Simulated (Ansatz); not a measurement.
`[OH][GeH]([F])[CH2]Cl` and `[CH3][GeH]([OH])[F]` differ in one atom or group.

Ansatz, PBE0-D4/def2-TZVP geometries, multiplicity 1. Each molecule was computed in one conformer, which needn't be the lowest.

Scalar relativity is left out up to krypton.

| property | `[OH][GeH]([F])[CH2]Cl` |
| --- | --- |
| size of the dipole moment (ωB97M-V/def2-TZVPP) / D | 1.43 |
| LUMO energy (PBE0/def2-TZVPP) / eV | -0.06 |
| size of the dipole moment (PBE/def2-TZVPP) / D | 1.40 |
| HOMO–LUMO gap (B3LYP/def2-TZVPP) / eV | 7.76 |
| HOMO–LUMO gap (ωB97M-V/def2-TZVPP) / eV | 12.38 |
| size of the dipole moment (B3LYP/def2-TZVPP) / D | 1.45 |

Problem. What does the change do to each property? (Best estimate.)

Solution. Computed: 
```
                                          property  `[CH3][GeH]([OH])[F]`  shift
size of the dipole moment (ωB97M-V/def2-TZVPP) / D                   1.89   0.46
                LUMO energy (PBE0/def2-TZVPP) / eV                   0.64   0.70
    size of the dipole moment (PBE/def2-TZVPP) / D                   1.77   0.37
             HOMO–LUMO gap (B3LYP/def2-TZVPP) / eV                   8.96   1.20
           HOMO–LUMO gap (ωB97M-V/def2-TZVPP) / eV                  13.49   1.11
  size of the dipole moment (B3LYP/def2-TZVPP) / D                   1.89   0.44
```

With PBE0 the HOMO falls by 0.57 eV and the LUMO rises by 0.70 eV, so the gap widens by about 1.27 eV. PBE moves the HOMO by -0.34 eV and ωB97M-V by -0.64 eV. Dipoles are sizes alone; their direction can turn.

B3LYP here is the variant with VWN-RPA as its local correlation; programs differ in this.
